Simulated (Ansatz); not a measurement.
Ansatz (a first-principles code) input (HF/3-21G): The .json file is the Basis Set Exchange's 3-21G.

Ansatz 0.2 input:
```yaml
crystal:
  periodic: [false, false, false]
  atoms:
    - {symbol: F, position_ang: [1.35551000, -0.95791200, 0.16000000]}
    - {symbol: B, position_ang: [0.52356700, 0.07065900, 0.06193300]}
    - {symbol: F, position_ang: [1.06543800, 1.28146900, 0.05729600]}
    - {symbol: Si, position_ang: [-1.43395400, -0.19419700, -0.18432400]}
    - {symbol: H, position_ang: [-2.00713400, -1.49592900, 0.21367600]}
    - {symbol: H, position_ang: [-2.32388000, 0.94937900, 0.10152700]}
basis:
  gaussian:
    orbitals: 3-21G.json
hamiltonian:
  xc: {name: HF}
magnetization: {spin_polarized: true, initial_magnetization: 1}
relax: {f_tol: 0.003, max_steps: 120}
```

Output:

```
Functional definition: HF
integrals: 0.01 GiB planned
522 factors; integrals over basis functions are off by at most 2.8e-4 eV
mean field: 0.11 GiB planned
mean field evaluation 1: about -13903.1014 eV, gradient 2.0e1 eV
mean field evaluation 2: about -13903.1036 eV, gradient 2.0e1 eV
mean field evaluation 4: about -13905.0052 eV, gradient 1.6e0 eV
mean field evaluation 8: about -13905.0481 eV, gradient 2.6e-4 eV
mean field -13905.04809544 eV, -511.0010923272 hartree, gradient 2.5e-5 eV, S^2 0.760315; 0 other end points of the search recorded, 0 dependent functions left out
the calculation of the forces begins
reference -13905.04809544 eV, -511.0010923272 hartree; 20, 19 occupied and 24, 25 virtual orbitals, 522 factors
relax step   1: F+E_penalty+E_count = -13905.04809544 eV  Δ(F+E_penalty+E_count) = +0.000e0 eV  max|allowed force component| = 9.781e-1 eV/Å  Δτ_max = 0.0000 Å  (34 SCF iters, accepted)
these checks for a lower state are left out or cut short: starts, cluster_reference, orbital_swaps, neighbouring_geometries, increment
integrals: 0.01 GiB planned
522 factors; integrals over basis functions are off by at most 2.8e-4 eV
mean field: 0.11 GiB planned
mean field evaluation 16: about -13905.0533 eV, gradient 4.8e-5 eV
mean field -13905.05333706 eV, -511.0012849534 hartree, gradient 1.3e-5 eV, S^2 0.760754; 0 other end points of the search recorded, 0 dependent functions left out
the calculation of the forces begins
reference -13905.05333706 eV, -511.0012849534 hartree; 20, 19 occupied and 24, 25 virtual orbitals, 522 factors
relax step   2: F+E_penalty+E_count = -13905.05333706 eV  Δ(F+E_penalty+E_count) = -5.242e-3 eV  max|allowed force component| = 3.965e-1 eV/Å  Δτ_max = 0.0401 Å  (29 SCF iters, accepted)
these checks for a lower state are left out or cut short: starts, cluster_reference, orbital_swaps, neighbouring_geometries, increment
integrals: 0.01 GiB planned
522 factors; integrals over basis functions are off by at most 2.8e-4 eV
mean field: 0.11 GiB planned
mean field -13905.06116863 eV, -511.0015727583 hartree, gradient 2.6e-5 eV, S^2 0.760464; 0 other end points of the search recorded, 0 dependent functions left out
the calculation of the forces begins
reference -13905.06116863 eV, -511.0015727583 hartree; 20, 19 occupied and 24, 25 virtual orbitals, 522 factors
relax step   3: F+E_penalty+E_count = -13905.06116863 eV  Δ(F+E_penalty+E_count) = -7.832e-3 eV  max|allowed force component| = 3.296e-1 eV/Å  Δτ_max = 0.0242 Å  (27 SCF iters, accepted)
these checks for a lower state are left out or cut short: starts, cluster_reference, orbital_swaps, neighbouring_geometries, increment
integrals: 0.01 GiB planned
522 factors; integrals over basis functions are off by at most 2.8e-4 eV
mean field: 0.11 GiB planned
mean field evaluation 32: about -13905.0627 eV, gradient 2.0e-5 eV
mean field -13905.06268533 eV, -511.0016284960 hartree, gradient 8.7e-6 eV, S^2 0.760356; 0 other end points of the search recorded, 0 dependent functions left out
the calculation of the forces begins
reference -13905.06268533 eV, -511.0016284960 hartree; 20, 19 occupied and 24, 25 virtual orbitals, 522 factors
relax step   4: F+E_penalty+E_count = -13905.06268533 eV  Δ(F+E_penalty+E_count) = -1.517e-3 eV  max|allowed force component| = 1.882e-1 eV/Å  Δτ_max = 0.0083 Å  (29 SCF iters, accepted)
these checks for a lower state are left out or cut short: starts, cluster_reference, orbital_swaps, neighbouring_geometries, increment
integrals: 0.01 GiB planned
522 factors; integrals over basis functions are off by at most 2.8e-4 eV
mean field: 0.11 GiB planned
mean field -13905.06308206 eV, -511.0016430755 hartree, gradient 8.8e-6 eV, S^2 0.760334; 0 other end points of the search recorded, 0 dependent functions left out
the calculation of the forces begins
reference -13905.06308206 eV, -511.0016430755 hartree; 20, 19 occupied and 24, 25 virtual orbitals, 522 factors
relax step   5: F+E_penalty+E_count = -13905.06308206 eV  Δ(F+E_penalty+E_count) = -3.967e-4 eV  max|allowed force component| = 7.026e-2 eV/Å  Δτ_max = 0.0019 Å  (31 SCF iters, accepted)
these checks for a lower state are left out or cut short: starts, cluster_reference, orbital_swaps, neighbouring_geometries, increment
integrals: 0.01 GiB planned
522 factors; integrals over basis functions are off by at most 2.8e-4 eV
mean field: 0.11 GiB planned
mean field -13905.06354361 eV, -511.0016600373 hartree, gradient 8.8e-6 eV, S^2 0.760176; 0 other end points of the search recorded, 0 dependent functions left out
the calculation of the forces begins
reference -13905.06354361 eV, -511.0016600373 hartree; 20, 19 occupied and 24, 25 virtual orbitals, 522 factors
relax step   6: F+E_penalty+E_count = -13905.06354361 eV  Δ(F+E_penalty+E_count) = -4.616e-4 eV  max|allowed force component| = 8.452e-2 eV/Å  Δτ_max = 0.0089 Å  (31 SCF iters, accepted)
these checks for a lower state are left out or cut short: starts, cluster_reference, orbital_swaps, neighbouring_geometries, increment
integrals: 0.01 GiB planned
522 factors; integrals over basis functions are off by at most 2.8e-4 eV
mean field: 0.11 GiB planned
mean field -13905.06390927 eV, -511.0016734749 hartree, gradient 8.8e-6 eV, S^2 0.760065; 0 other end points of the search recorded, 0 dependent functions left out
the calculation of the forces begins
reference -13905.06390927 eV, -511.0016734749 hartree; 20, 19 occupied and 24, 25 virtual orbitals, 522 factors
relax step   7: F+E_penalty+E_count = -13905.06390927 eV  Δ(F+E_penalty+E_count) = -3.657e-4 eV  max|allowed force component| = 5.290e-2 eV/Å  Δτ_max = 0.0076 Å  (32 SCF iters, accepted)
these checks for a lower state are left out or cut short: starts, cluster_reference, orbital_swaps, neighbouring_geometries, increment
integrals: 0.01 GiB planned
522 factors; integrals over basis functions are off by at most 2.8e-4 eV
mean field: 0.11 GiB planned
mean field evaluation 64: about -13905.0640 eV, gradient 2.2e-5 eV
mean field -13905.06399794 eV, -511.0016767333 hartree, gradient 8.8e-6 eV, S^2 0.760023; 0 other end points of the search recorded, 0 dependent functions left out
the calculation of the forces begins
reference -13905.06399794 eV, -511.0016767333 hartree; 20, 19 occupied and 24, 25 virtual orbitals, 522 factors
relax step   8: F+E_penalty+E_count = -13905.06399794 eV  Δ(F+E_penalty+E_count) = -8.866e-5 eV  max|allowed force component| = 3.069e-2 eV/Å  Δτ_max = 0.0025 Å  (31 SCF iters, accepted)
these checks for a lower state are left out or cut short: starts, cluster_reference, orbital_swaps, neighbouring_geometries, increment
integrals: 0.01 GiB planned
522 factors; integrals over basis functions are off by at most 2.8e-4 eV
mean field: 0.11 GiB planned
mean field -13905.06402078 eV, -511.0016775729 hartree, gradient 8.8e-6 eV, S^2 0.760000; 0 other end points of the search recorded, 0 dependent functions left out
the calculation of the forces begins
reference -13905.06402078 eV, -511.0016775729 hartree; 20, 19 occupied and 24, 25 virtual orbitals, 522 factors
relax step   9: F+E_penalty+E_count = -13905.06402078 eV  Δ(F+E_penalty+E_count) = -2.285e-5 eV  max|allowed force component| = 1.111e-2 eV/Å  Δτ_max = 0.0011 Å  (32 SCF iters, accepted)
these checks for a lower state are left out or cut short: starts, cluster_reference, orbital_swaps, neighbouring_geometries, increment
integrals: 0.01 GiB planned
522 factors; integrals over basis functions are off by at most 2.8e-4 eV
mean field: 0.11 GiB planned
mean field -13905.06402299 eV, -511.0016776541 hartree, gradient 2.7e-5 eV, S^2 0.759986; 0 other end points of the search recorded, 0 dependent functions left out
the calculation of the forces begins
reference -13905.06402299 eV, -511.0016776541 hartree; 20, 19 occupied and 24, 25 virtual orbitals, 522 factors
relax step  10: F+E_penalty+E_count = -13905.06402299 eV  Δ(F+E_penalty+E_count) = -2.210e-6 eV  max|allowed force component| = 2.567e-3 eV/Å  Δτ_max = 0.0007 Å  (20 SCF iters, accepted)
integrals: 0.01 GiB planned
522 factors; integrals over basis functions are off by at most 2.8e-4 eV
mean field: 0.11 GiB planned
mean field -13905.06402299 eV, -511.0016776541 hartree, gradient 2.7e-5 eV, S^2 0.759986; 1 other end points of the search recorded, 0 dependent functions left out
the calculation of the forces begins
reference -13905.06402299 eV, -511.0016776541 hartree; 20, 19 occupied and 24, 25 virtual orbitals, 522 factors
Total energy: -13905.06402299 eV, -511.0016776541 hartree
Atom 0 at     1.365272    -0.960474     0.163797 Å, force     0.000188     0.002478     0.000206 eV/Å
Atom 1 at     0.511809     0.068630     0.050907 Å, force    -0.001958    -0.000311    -0.001241 eV/Å
Atom 2 at     1.074183     1.286760     0.060733 Å, force     0.000810    -0.002320     0.000426 eV/Å
Atom 3 at    -1.447792    -0.197054    -0.207533 Å, force     0.002567     0.000357     0.000539 eV/Å
Atom 4 at    -2.003051    -1.499011     0.227367 Å, force    -0.000709    -0.000825     0.000068 eV/Å
Atom 5 at    -2.320875     0.954617     0.114837 Å, force    -0.000897     0.000620     0.000002 eV/Å
Dipole moment:    -0.325973    -0.044367    -0.046718 e Å
```

The geometry given is a B3LYP-D3(BJ)/def2-TZVP minimum.
